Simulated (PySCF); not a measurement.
## Phosphorus: a sound run and one with changed settings

Sound run: P⁺ [Ne] 3s2 3p2, P²⁺ [Ne] 3s2 3p1. All numbers are calculated (PySCF 2.14, the non-relativistic Hamiltonian (point nucleus), in 6-31G* (4s3p1d, 18 functions)). The sound run starts from symmetry-adapted Hartree-Fock orbitals and uses a fine grid where one is needed.

Changed run: 6 angular points. This setting is unsound on purpose.

```csv
species,method,sound run (hartree),changed run (hartree),converged
P⁺,UHF,-340.32368,-340.32368,yes
P⁺,BP86,-340.88020,-340.91905,yes
P⁺,M06-2X,-340.83211,-340.83146,yes
P²⁺,UHF,-339.61887,-339.61887,yes
P²⁺,BP86,-340.15014,-340.20934,yes
P²⁺,M06-2X,-340.11095,-340.10970,yes
```

Ionisation energy of P⁺:

```csv
method,sound run (eV),changed run (eV)
UHF,19.179,19.179
BP86,19.866,19.312
M06-2X,19.624,19.640
```

A coarse angular grid integrates products of high-l functions wrongly, so density functionals can shift, and the SCF can exploit the error; Hartree-Fock and MP2 need no grid.

For comparison, NIST gives 19.769 eV between the lowest levels.
